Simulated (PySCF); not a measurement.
AsH: one state, many levels of theory

State: ³Σ⁻ (triplet), unpaired electrons π ↑↑. Set-up: PySCF, no relativity, basis sets As def2-TZVPP, H def2-TZVPP. De refers to As + H in their high-spin ground configurations, without counterpoise correction. The functionals are run spin-unrestricted. A positive dipole means As(−)H(+).

| Level | Re (Å) | ωe (cm⁻¹) | De (eV) | μ (D) | CPU s a point (SCF and correlation, without the integrals) |
| --- | --- | --- | --- | --- | --- |
| UHF | 1.518 | 2278 | 1.91 | 0.31 | 0.25 |
| UHF-MP2 | 1.515 | 2234 | 2.62 | n/a | 0.41 |
| UHF-SCS-MP2 | 1.519 | 2216 | 2.74 | n/a | n/a |
| UHF-CCSD | 1.525 | 2174 | 2.79 | n/a | n/a |
| UHF-CCSD(T) | 1.527 | 2156 | 2.82 | n/a | 8.5 |
| LDA | 1.539 | 2108 | 3.41 | 0.22 | 0.41 |
| PBE | 1.546 | 2088 | 2.96 | 0.15 | 0.7 |
| PBEsol | 1.543 | 2099 | 3.10 | 0.20 | 0.48 |
| revPBE | 1.548 | 2080 | 2.89 | 0.13 | 0.46 |
| BLYP | 1.549 | 2057 | 3.06 | 0.07 | 0.47 |
| r²SCAN | 1.528 | 2166 | 3.00 | 0.24 | 0.99 |
| PBE0 | 1.531 | 2172 | 2.90 | 0.22 | 1.2 |
| LC-ωPBE | 1.518 | 2258 | 2.88 | 0.30 | 1.1 |

(1) Which functional lies closest to UHF-CCSD(T) in De, which farthest, and by how much do they differ from it?

(2) What does a quarter of exact exchange do here, going from PBE to PBE0?

(3) What does the gradient correction do here, going from LDA to PBE?

Correlated steps freeze 9 core orbitals. Spin–orbit coupling is left out. The state is the lowest determinant that a PBE0 search found; another state may lie lower at other levels.

The whole job (state search and all levels along the bond) took about 3.1 min on 1 thread of Intel Xeon 6975P-C (shared host), peak memory 0.89 GiB.

Answers

(1) Closest is LC-ωPBE (-0.9 pm in Re, +4.7 % in ωe, +0.06 eV in De against UHF-CCSD(T) in the same basis), farthest LDA (+1.2 pm in Re, -2.2 % in ωe, +0.59 eV in De). CCSD(T) converges more slowly with the basis than the functionals do and binds too weakly in this one, so the order can change at the basis-set limit.

(2) PBE0 less PBE: -1.5 pm in Re, +4.0 % in ωe, -0.06 eV in De. Exact exchange removes part of the self-interaction that spreads semilocal densities, and in most molecules shortens and stiffens the bond and lowers De; so it does here.

(3) PBE less LDA: +0.7 pm in Re, -0.9 % in ωe, -0.45 eV in De. The gradient correction favours the more uneven density of free atoms, so it tends to lengthen bonds and takes away much of the overbinding of LDA; so it does here.
